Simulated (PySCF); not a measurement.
1-chloro-1-fluoroethene (C2H2ClF), SMILES C=C(F)Cl. Atoms are numbered in the order given.

```xyz
6

C      1.0662    -1.2726     0.0000
C      0.0143    -0.4565     0.0000
F     -1.2414    -0.8904     0.0000
Cl     0.1004     1.2712     0.0000
H      2.0777    -0.8716     0.0000
H      0.9048    -2.3511     0.0000
```

Geometry: TPSSh-D3(BJ)/def2-SVP.

These are TDDFT-LC-ωPBE/def2-SVPD in PySCF 2.14.0 values and carry that method's errors.

Vertical excitations.  State labels are in the subgroup Cs.

```tsv
state	symmetry	energy (eV)	λ (nm)	f	main pairs
S1	A"	7.06	176	0.000	HOMO→LUMO+1 36 %, HOMO→LUMO+2 30 %, HOMO→LUMO+4 10 %, HOMO→LUMO+6 9 %
S2	A'	7.23	172	0.366	HOMO→LUMO 98 %
S3	A"	7.90	157	0.009	HOMO→LUMO+1 43 %, HOMO→LUMO+2 41 %
S4	A"	8.52	146	0.001	HOMO−1→LUMO 95 %
S5	A'	8.53	145	0.007	HOMO−1→LUMO+1 43 %, HOMO−1→LUMO+2 29 %, HOMO−1→LUMO+6 9 %, HOMO−1→LUMO+7 7 %
S6	A"	8.88	140	0.006	HOMO→LUMO+4 20 %, HOMO→LUMO+3 19 %, HOMO→LUMO+8 14 %, HOMO→LUMO+6 10 %
S7	A"	9.36	132	0.002	HOMO→LUMO+3 49 %, HOMO→LUMO+8 11 %, HOMO−2→LUMO+1 10 %, HOMO−2→LUMO+2 8 %
S8	A"	9.55	130	0.051	HOMO→LUMO+4 20 %, HOMO→LUMO+6 19 %, HOMO−3→LUMO 16 %, HOMO→LUMO+8 15 %
S9	A'	9.59	129	0.032	HOMO−2→LUMO 89 %
S10	A"	9.60	129	0.014	HOMO−3→LUMO 74 %
T1	A'	4.06	305	0	HOMO→LUMO 88 %
T2	A"	6.47	192	0	HOMO→LUMO+1 37 %, HOMO→LUMO+2 24 %, HOMO→LUMO+6 10 %, HOMO→LUMO+4 9 %
T3	A'	7.55	164	0	HOMO−1→LUMO+1 37 %, HOMO−1→LUMO+2 26 %, HOMO−1→LUMO+6 13 %, HOMO−1→LUMO+7 10 %
T4	A"	7.64	162	0	HOMO→LUMO+2 40 %, HOMO→LUMO+1 35 %
```
Triplets are in the Tamm–Dancoff approximation, which puts them higher than full response would, so one can lie above its singlet here.
